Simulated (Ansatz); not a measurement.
```yaml
crystal:
  periodic: [false, false, false]
  atoms:
    - {symbol: C, position_ang: [-0.833620, 0.577451, -1.247653]}
    - {symbol: B, position_ang: [0.047230, -0.541473, -0.520065]}
    - {symbol: C, position_ang: [-0.627834, -1.982758, -0.371895]}
    - {symbol: Cl, position_ang: [1.772668, -0.676990, -1.284566]}
    - {symbol: N, position_ang: [0.413239, -0.029953, 1.020949]}
    - {symbol: Si, position_ang: [0.935221, 1.693923, 1.174201]}
    - {symbol: H, position_ang: [-0.339024, 1.549779, -1.352494]}
    - {symbol: H, position_ang: [-1.064957, 0.246311, -2.263540]}
    - {symbol: H, position_ang: [-1.794326, 0.743978, -0.744557]}
    - {symbol: H, position_ang: [-1.600890, -1.931977, 0.134332]}
    - {symbol: H, position_ang: [-0.811591, -2.416361, -1.358310]}
    - {symbol: H, position_ang: [-0.003173, -2.699077, 0.173487]}
    - {symbol: H, position_ang: [1.139474, -0.665824, 1.344725]}
    - {symbol: H, position_ang: [-0.405193, -0.205480, 1.601216]}
    - {symbol: H, position_ang: [-0.310375, 2.487471, 1.240019]}
    - {symbol: H, position_ang: [1.669785, 1.799016, 2.459298]}
    - {symbol: H, position_ang: [1.794567, 2.051564, 0.035354]}
basis:
  gaussian: {orbitals: def2-mTZVP}
magnetization: {spin_polarized: true, initial_magnetization: 0}
hamiltonian: {xc: {name: wB97M-V}}
kpoints: {mp_grid: {grid: [2, 2, 2]}}
```

```sh
$ ansatz run in.yaml --threads 4 --pin off --events-out ev --progress --plain --max-ram 11315MiB
```

(1) How does Ansatz answer? (Best estimate.)

Results:

(1) Computed: The program refused the input.
```
Error: invalid value for `basis.gaussian`: such a run doesn't read kpoints; remove what it names
```
